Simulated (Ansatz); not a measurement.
Steps of a relaxation of `FB[Si](F)(F)F` with RKS PBE-D4/def2-SVP.

```sh
$ ansatz run in.yaml --threads 4 --pin off --events-out ev --progress --plain --max-ram 10444MiB
```

```yaml
crystal:
  periodic: [false, false, false]
  atoms:
    - {symbol: F, position_ang: [0.166300, -1.941400, 1.209300]}
    - {symbol: B, position_ang: [0.685400, -0.858600, 0.374200]}
    - {symbol: Si, position_ang: [-0.464000, 0.586400, -0.296000]}
    - {symbol: F, position_ang: [-1.593500, -0.044100, -1.237200]}
    - {symbol: F, position_ang: [0.501800, 1.636500, -1.224600]}
    - {symbol: F, position_ang: [-1.099500, 1.432700, 1.022100]}
    - {symbol: H, position_ang: [1.864700, -0.879400, 0.106600]}
basis:
  gaussian: {orbitals: def2-SVP}
hamiltonian: {xc: pbe, dispersion: d4}
relax: {f_tol: 0.03, max_steps: 200}
```

Positions (Å) and forces (eV/Å) along the path, 18 of 19 steps:

```xyz
7
step=1 energy=-19415.9643 eV
F     0.166   -1.941    1.209    1.315    2.936   -2.256
B     0.685   -0.859    0.374   -0.708   -3.188    2.359
Si   -0.464    0.586   -0.296    0.866    2.433    0.740
F    -1.593   -0.044   -1.237   -0.697    0.106   -0.404
F     0.502    1.637   -1.225   -1.486   -1.236    1.235
F    -1.099    1.433    1.022    0.544   -0.799   -1.782
H     1.865   -0.879    0.107    0.165   -0.252    0.109
7
step=2 energy=-19416.3967 eV
F     0.174   -1.883    1.159    0.863    1.578   -1.164
B     0.741   -0.876    0.388   -0.691   -1.915    1.270
Si   -0.465    0.574   -0.284    0.668    1.835    0.253
F    -1.630   -0.001   -1.234   -0.375   -0.057   -0.124
F     0.426    1.646   -1.198   -0.774   -0.815    0.710
F    -1.116    1.452    0.967    0.332   -0.675   -0.968
H     1.932   -0.979    0.157   -0.023    0.049    0.023
7
step=3 energy=-19416.5117 eV
F     0.225   -1.808    1.205   -0.406   -0.516    0.267
B     0.731   -0.940    0.360    0.445    0.599    0.132
Si   -0.455    0.575   -0.303    0.093   -0.037   -0.263
F    -1.660    0.062   -1.259   -0.075   -0.042    0.025
F     0.388    1.660   -1.163    0.093    0.009   -0.058
F    -1.105    1.396    0.931   -0.108   -0.007    0.162
H     1.937   -1.012    0.184   -0.042   -0.005   -0.265
7
step=4 energy=-19416.5189 eV
F     0.189   -1.741    1.261   -0.021   -0.246    0.161
B     0.747   -0.917    0.395   -0.158    0.379   -0.308
Si   -0.436    0.569   -0.345    0.001   -0.183    0.245
F    -1.666    0.074   -1.282    0.072    0.005   -0.049
F     0.396    1.694   -1.161    0.000    0.028   -0.085
F    -1.092    1.287    0.955   -0.098    0.166    0.020
H     1.922   -1.034    0.131    0.204   -0.150    0.016
7
step=5 energy=-19416.5402 eV
F     0.204   -1.823    1.195   -0.022    0.043   -0.045
B     0.744   -0.911    0.395   -0.019   -0.080    0.081
Si   -0.447    0.583   -0.301    0.038    0.152    0.056
F    -1.647    0.042   -1.251   -0.009   -0.021    0.027
F     0.394    1.665   -1.171   -0.011   -0.053    0.013
F    -1.120    1.399    0.936   -0.002   -0.071   -0.082
H     1.932   -1.023    0.152    0.024    0.030   -0.050
7
step=6 energy=-19416.5428 eV
F     0.229   -1.772    1.262   -0.053   -0.043    0.048
B     0.743   -0.911    0.395   -0.019    0.040    0.007
Si   -0.445    0.591   -0.289    0.069    0.043    0.026
F    -1.605    0.029   -1.275   -0.037   -0.008   -0.006
F     0.408    1.686   -1.130   -0.003   -0.011    0.000
F    -1.171    1.387    0.926   -0.020   -0.027   -0.023
H     1.902   -1.078    0.065    0.063    0.005   -0.052
7
step=7 energy=-19416.5436 eV
F     0.228   -1.763    1.272   -0.006   -0.006    0.021
B     0.745   -0.910    0.399   -0.035    0.003   -0.019
Si   -0.442    0.592   -0.289    0.038    0.022    0.035
F    -1.600    0.028   -1.278   -0.014   -0.005   -0.004
F     0.409    1.691   -1.125    0.001   -0.003   -0.004
F    -1.177    1.380    0.925   -0.017   -0.009   -0.014
H     1.898   -1.086    0.051    0.034   -0.002   -0.014
7
step=8 energy=-19416.5453 eV
F     0.286   -1.708    1.359   -0.072   -0.037    0.096
B     0.736   -0.913    0.401    0.002    0.038   -0.051
Si   -0.440    0.591   -0.281   -0.059    0.070    0.007
F    -1.558    0.033   -1.318   -0.005   -0.022   -0.021
F     0.428    1.711   -1.072    0.019   -0.013    0.003
F    -1.231    1.360    0.910   -0.015   -0.001    0.024
H     1.841   -1.141   -0.044    0.131   -0.036   -0.057
7
step=9 energy=-19416.5475 eV
F     0.320   -1.635    1.438    0.135    0.110   -0.221
B     0.735   -0.919    0.395    0.063   -0.065    0.117
Si   -0.441    0.597   -0.275   -0.078   -0.035   -0.025
F    -1.520    0.031   -1.353    0.054    0.039    0.031
F     0.441    1.736   -1.024   -0.014   -0.002    0.011
F    -1.282    1.333    0.903    0.035   -0.025   -0.032
H     1.808   -1.210   -0.130   -0.196   -0.022    0.118
7
step=10 energy=-19416.5549 eV
F     0.428   -1.552    1.527    0.008    0.028   -0.011
B     0.728   -0.921    0.401    0.010   -0.020    0.002
Si   -0.444    0.592   -0.267   -0.105    0.101   -0.040
F    -1.464    0.047   -1.409    0.037   -0.012    0.007
F     0.460    1.757   -0.949    0.005   -0.027    0.017
F    -1.350    1.302    0.877    0.023   -0.029    0.016
H     1.704   -1.294   -0.225    0.022   -0.040    0.007
7
step=11 energy=-19416.5587 eV
F     0.482   -1.481    1.572    0.007    0.001    0.012
B     0.725   -0.922    0.396    0.009    0.009   -0.026
Si   -0.448    0.594   -0.271   -0.002   -0.002    0.007
F    -1.435    0.058   -1.446    0.003    0.012    0.000
F     0.465    1.776   -0.908   -0.012    0.005    0.004
F    -1.378    1.265    0.877    0.001   -0.005   -0.011
H     1.652   -1.358   -0.266   -0.005   -0.020    0.014
7
step=12 energy=-19416.5457 eV rejected
F     0.598   -1.352    1.663    0.130    0.240   -0.883
B     0.717   -0.928    0.390    0.108   -0.335    0.549
Si   -0.453    0.592   -0.273   -0.017    0.044   -0.049
F    -1.376    0.085   -1.515    0.074    0.075    0.133
F     0.474    1.812   -0.826   -0.108   -0.107    0.052
F    -1.440    1.202    0.864    0.054   -0.029   -0.113
H     1.542   -1.479   -0.348   -0.241    0.112    0.311
7
step=13 energy=-19416.5595 eV
F     0.538   -1.417    1.616    0.056    0.088   -0.239
B     0.722   -0.925    0.393    0.025   -0.113    0.136
Si   -0.450    0.593   -0.273    0.010    0.004    0.000
F    -1.406    0.072   -1.480    0.016    0.025    0.031
F     0.467    1.795   -0.869   -0.034   -0.022    0.016
F    -1.408    1.233    0.871    0.010   -0.009   -0.038
H     1.598   -1.420   -0.304   -0.083    0.026    0.094
7
step=14 energy=-19416.5534 eV rejected
F     0.565   -1.351    1.621    0.070   -0.249    0.272
B     0.726   -0.941    0.378   -0.153    0.373   -0.069
Si   -0.445    0.586   -0.264   -0.064    0.015   -0.167
F    -1.387    0.083   -1.488   -0.029   -0.022   -0.034
F     0.463    1.804   -0.836    0.058    0.051   -0.002
F    -1.431    1.216    0.860    0.039   -0.044    0.049
H     1.569   -1.465   -0.318    0.079   -0.123   -0.049
7
step=15 energy=-19416.5613 eV
F     0.563   -1.392    1.622    0.003    0.010   -0.012
B     0.722   -0.927    0.391   -0.003   -0.006    0.013
Si   -0.449    0.592   -0.273    0.001    0.000   -0.001
F    -1.397    0.081   -1.489    0.004    0.002    0.002
F     0.465    1.803   -0.853   -0.002   -0.002    0.003
F    -1.419    1.221    0.865    0.002   -0.005   -0.003
H     1.576   -1.445   -0.308   -0.006    0.001   -0.001
7
step=16 energy=-19416.5616 eV
F     0.582   -1.371    1.632    0.009    0.000   -0.012
B     0.721   -0.928    0.390   -0.008    0.005    0.011
Si   -0.449    0.591   -0.274   -0.003    0.000   -0.005
F    -1.388    0.085   -1.499    0.002    0.001    0.000
F     0.466    1.808   -0.840    0.001    0.000    0.001
F    -1.428    1.211    0.862    0.002   -0.003    0.000
H     1.558   -1.464   -0.317   -0.004   -0.002    0.004
7
step=18 energy=-19416.5615 eV rejected
F     0.621   -1.333    1.649    0.023    0.011   -0.019
B     0.723   -0.927    0.391   -0.045   -0.041    0.000
Si   -0.449    0.591   -0.274    0.004    0.017   -0.001
F    -1.368    0.093   -1.517    0.005   -0.002    0.005
F     0.466    1.819   -0.814   -0.001    0.001   -0.002
F    -1.448    1.192    0.855    0.004   -0.003   -0.002
H     1.517   -1.503   -0.334    0.010    0.017    0.018
7
step=19 energy=-19416.5617 eV
F     0.618   -1.340    1.646    0.001   -0.002    0.008
B     0.718   -0.929    0.391   -0.007    0.003   -0.002
Si   -0.450    0.590   -0.274   -0.007    0.008    0.006
F    -1.373    0.092   -1.515   -0.002    0.000   -0.003
F     0.469    1.814   -0.818    0.001    0.003   -0.002
F    -1.444    1.196    0.856   -0.003    0.003   -0.001
H     1.524   -1.490   -0.331    0.017   -0.014   -0.007
```

It took 13 s on 4 threads of an Arm Neoverse V2 on a shared host, with 0.14 GiB of host memory at the peak.
